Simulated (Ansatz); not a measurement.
Cost and result for the atomization energy of AlFH2O2, SMILES `[OH][Al]([OH])[F]` (6 atoms, 5 bonds).

The species carries charge 0 and has multiplicity 1. The geometry is a stationary point of PBE0-D4/def2-TZVP. It is one conformer, not always the lowest. Program: Ansatz. All runs use 2 threads of a server CPU on a shared host. Times are those of one run each, without the atoms' runs, and a repeat can differ threefold. Electronic energies, without spin–orbit coupling; frozen cores. CCSD(T)/CBS adds CCSD(T) − MP2 in def2-TZVPP to the MP2 limit, and its time is that of the two runs behind it. T1 = 0.012. B3LYP takes the VWN-RPA correlation (the form of Gaussian; ORCA's B3LYP/G). HSE06 is the plane-wave form, built on full-range PBE exchange.

CCSD(T)/CBS is a level of theory with its own doubt, some kJ/mol a heavy atom from the limit and from the frozen cores, so smaller differences don't rank the functionals.

```tsv
level	functions	wall time
LDA (SPW92)/def2-TZVPP	163	1.1 s
CCSD(T)/def2-SVP	70	2.1 s
HSE06-D4/def2-TZVPP	163	2.6 s
PBE0-D4/def2-TZVPP	163	3.2 s
r2SCANh-D4/def2-TZVPP	163	3.6 s
B2PLYP/def2-TZVPP	163	3.7 s
PBE-QIDH/def2-TZVPP	163	4 s
B3LYP-D4/def2-TZVPP (with forces)	163	4.2 s
ωB97M-V/def2-TZVPP (with forces)	163	7 s
B97M-V/def2-TZVPP	163	7.5 s
MP2/def2-QZVPP	301	11 s
CCSD(T)/def2-TZVPP	163	27 s
CCSD(T)/CBS(def2)	–	38 s
```

Task: What atomization energy does each give, and how far from CCSD(T)/CBS? (Estimate.)

Result: Computed: 
```tsv
level	atomization (kcal/mol)	difference from CCSD(T)/CBS	per bond
LDA (SPW92)/def2-TZVPP	670.4	78.5	15.7
CCSD(T)/def2-SVP	540.8	-51.1	-10.2
HSE06-D4/def2-TZVPP	572.8	-19.1	-3.8
PBE0-D4/def2-TZVPP	572.4	-19.5	-3.9
r2SCANh-D4/def2-TZVPP	579.3	-12.6	-2.5
B2PLYP/def2-TZVPP	580.2	-11.7	-2.3
PBE-QIDH/def2-TZVPP	574.9	-17.0	-3.4
B3LYP-D4/def2-TZVPP (with forces)	579.3	-12.6	-2.5
ωB97M-V/def2-TZVPP (with forces)	585.4	-6.5	-1.3
B97M-V/def2-TZVPP	582.8	-9.1	-1.8
MP2/def2-QZVPP	610.1	18.2	3.6
CCSD(T)/def2-TZVPP	572.0	-19.9	-4.0
CCSD(T)/CBS(def2)	591.9	0.0	0.0
```

At CCSD(T), def2-SVP lies −51.1 kcal/mol from the extrapolated value and def2-TZVPP −19.9 kcal/mol: correlation converges slowly with the basis, and small sets miss more of it in the bonded molecule than in its fragments. In def2-TZVPP, CCSD(T) changes the Hartree–Fock value by +157.8 kcal/mol (the triples alone add +9.6 kcal/mol) and MP2 by +183.7 kcal/mol; breaking electron pairs costs correlation energy, which Hartree–Fock lacks. From BLYP to BHLYP (50 % exact exchange), in def2-TZVPP and without D4, the atomization energy moves by −28.7 kcal/mol: exact exchange takes away binding that semilocal exchange gives to molecules.
